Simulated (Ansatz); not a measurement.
Input file for `OB/C=N/CS`:

```yaml
crystal:
  periodic: [false, false, false]
  atoms:
    - {symbol: O, position_ang: [-0.762227, 2.950833, 0.039984]}
    - {symbol: B, position_ang: [-0.506785, 1.784300, 0.673277]}
    - {symbol: C, position_ang: [0.025190, 0.604061, -0.204854]}
    - {symbol: N, position_ang: [0.304874, -0.510994, 0.339257]}
    - {symbol: C, position_ang: [0.782624, -1.571800, -0.500868]}
    - {symbol: S, position_ang: [-0.416201, -2.928272, -0.587061]}
    - {symbol: H, position_ang: [-1.085845, 3.641018, 0.623558]}
    - {symbol: H, position_ang: [-0.676053, 1.658159, 1.852630]}
    - {symbol: H, position_ang: [0.156437, 0.738893, -1.293033]}
    - {symbol: H, position_ang: [0.944659, -1.266804, -1.544636]}
    - {symbol: H, position_ang: [1.719765, -1.953132, -0.091885]}
    - {symbol: H, position_ang: [-0.409440, -3.201562, 0.727532]}
basis:
  gaussian: {orbitals: def2-TZVPP}
correlation: {method: ccsd_t}
```

```sh
$ ansatz run in.yaml --threads 4 --pin off --events-out ev --progress --plain --max-ram 10444MiB
```

The program prints (abridged):

```
Functional definition: HF
1683 factors; integrals over basis functions are off by at most 1.2e-3 eV
mean field evaluation 1: about -17162.8685 eV, gradient 4.1e1 eV
mean field evaluation 2: about -17163.1917 eV, gradient 4.1e1 eV
mean field evaluation 4: about -17167.1764 eV, gradient 5.0e0 eV
mean field evaluation 8: about -17167.2658 eV, gradient 4.1e-1 eV
mean field evaluation 16: about -17167.2668 eV, gradient 2.2e-6 eV
mean field -17167.26676474 eV, -630.8854172128 hartree, gradient 2.2e-6 eV, S^2 0.000000; 0 other end points of the search recorded, 0 dependent functions left out; unrestricted orbitals would lower it
10 core orbitals not correlated: weight in the atoms' cores, before any rotation towards them, 1.000 or more for the frozen orbitals, at most 0.000 for the correlated occupied ones
reference -17167.26676474 eV, -630.8854172128 hartree; 17, 17 occupied and 254, 254 virtual orbitals, 1683 factors
second order -28.29609556 eV of doubles, -0.00000000 eV of singles
cycle   1  -28.64273317 eV  change   -3.5e-1 eV  update   1.2e-1
cycle   2  -29.38127136 eV  change   -7.4e-1 eV  update   3.6e-2
cycle   3  -29.54547188 eV  change   -1.6e-1 eV  update   1.9e-2
cycle   4  -29.53145027 eV  change    1.4e-2 eV  update   4.9e-3
cycle   5  -29.53060711 eV  change    8.4e-4 eV  update   2.6e-3
cycle   6  -29.53183654 eV  change   -1.2e-3 eV  update   8.0e-4
cycle   7  -29.53143097 eV  change    4.1e-4 eV  update   3.5e-4
cycle   8  -29.53135351 eV  change    7.7e-5 eV  update   1.1e-4
cycle   9  -29.53138066 eV  change   -2.7e-5 eV  update   4.3e-5
cycle  10  -29.53137756 eV  change    3.1e-6 eV  update   1.6e-5
perturbative correction -1.30623002 eV, -0.0480030679 hartree
Total energy: -17198.10437232 eV, -632.0186783889 hartree
```

Run time 5.9 min (4 threads of an Arm Neoverse V1 on a shared host); peak host memory 8.4 GiB.

The correlation energy is -30.838 eV, 4.2 % of it from (T); the T1 diagnostic reads 0.0130.
